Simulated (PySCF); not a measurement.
F3H3Si2, SMILES F[Si](F)(F)[SiH3]. Heavy atoms are numbered as in [F:1][Si:2]([F:3])([F:4])[SiH3:5]. Hydrogens are named by the atom that carries them.

The structure is a stationary point at PBE0-D3(BJ)/def2-SVP.

Level of theory: PBE/pcSseg-1 run with PySCF.

GIAO shieldings, no solvent; atoms alike by connectivity are averaged. δ = σ(ref) − σ: ¹⁹F against CFCl3 (σ = 133.6 ppm); ²⁹Si against TMS (σ = 335.4 ppm); ¹H against TMS (σ = 31.49 ppm), references at their B3LYP-D3(BJ)/def2-TZVP geometries, non-relativistic.

### Question
Estimate the chemical shifts. (Estimate from the structure and the level; the computed values follow.)

### Answer

```tsv
nucleus	atoms	count	δ (ppm)
¹⁹F	F1	3	-135.5
²⁹Si	Si2	1	-36.2
²⁹Si	Si5 (SiH3)	1	-123.0
¹H	H on Si5	3	3.73
```
